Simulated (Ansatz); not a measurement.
Geometry optimisation, RKS PBE-D4/6-31G (Ansatz 0.2.0).

Input:

```yaml
crystal:
  periodic: [false, false, false]
  atoms:
    - { symbol: Si, position_ang: [-1.0416, 1.4219, 0.3846] }
    - { symbol: Si, position_ang: [-0.173, -0.0856, -0.9455] }
    - { symbol: B, position_ang: [-1.22546, -0.14269, -2.53586] }
    - { symbol: S, position_ang: [-1.49565, 1.34752, -3.64552] }
    - { symbol: H, position_ang: [-2.2668, 2.0321, -0.3116] }
    - { symbol: H, position_ang: [-0.1072, 2.5438, 0.635] }
    - { symbol: H, position_ang: [-1.4665, 0.8477, 1.6469] }
    - { symbol: H, position_ang: [-0.21984, -1.43398, -0.29903] }
    - { symbol: H, position_ang: [1.16979, 0.31514, -1.29225] }
    - { symbol: H, position_ang: [-1.80133, -1.13548, -2.87817] }
    - { symbol: H, position_ang: [-0.30884, 1.08536, -4.3832] }
basis:
  gaussian: { orbitals: "6-31G" }
hamiltonian:
  xc: pbe
  dispersion: d4
relax:
  f_tol: 0.015
  max_steps: 40
```

Command:

```bash
$ ansatz run input.yaml --threads 1 --pin off --max-ram 2048MiB --backend cpu --events-out ev --progress --plain --runs-dir out
```

Problem. Where does it end, and by what steps?

Solution. The run converged. The force dipped under the threshold on the way, but the program's further checks kept it going. Limits of this set-up: no polarisation functions. After 28 steps the energy has fallen by 1.458 eV; H6 moved furthest, 1.21 Å.

```
step  energy less start (eV)  largest force component (eV/Å)  accepted
   0                  0.0000                           2.006       yes
   1                 -0.5201                           0.791       yes
   2                 -0.7766                           0.882       yes
   3                 -1.0195                           1.427       yes
   4                 -1.1920                           0.826       yes
   5                 -1.2926                           1.262       yes
   6                 -1.3905                           0.405       yes
   7                 -1.4068                           0.141       yes
   8                 -1.4183                           0.066       yes
   9                 -1.4204                           0.106       yes
  10                 -1.4208                           0.104       yes
  11                 -1.4225                           0.042       yes
  12                 -1.4244                           0.026       yes
  13                 -1.4256                           0.045       yes
  14                 -1.4264                           0.090       yes
  15                 -1.4274                           0.072       yes
  16                 -1.4308                           0.102       yes
  17                 -1.4330                           0.128       yes
  18                 -1.4349                           0.181       yes
  19                 -1.4391                           0.138       yes
  20                 -1.4482                           0.012       yes
  21                 -1.4525                           0.104       yes
  22                 -1.4547                           0.118       yes
  23                 -1.4566                           0.065       yes
  24                 -1.4574                           0.035       yes
  25                 -1.4578                           0.018       yes
  26                 -1.4579                           0.017       yes
  27                 -1.4580                           0.015       yes
  28                 -1.4580                           0.011       yes
```

```xyz
11
Properties=species:S:1:pos:R:3
Si -1.108 1.485 0.494
Si -0.052 0.123 -1.146
B -1.382 -0.364 -2.575
S -1.408 0.353 -4.248
H -1.603 2.776 -0.127
H -0.143 1.831 1.610
H -2.297 0.763 1.094
H 0.489 -1.106 -0.438
H 1.132 0.893 -1.712
H -2.277 -1.139 -2.378
H -0.289 1.180 -4.197
```

Time of the run: 120 s on 1 CPU thread of a shared host.
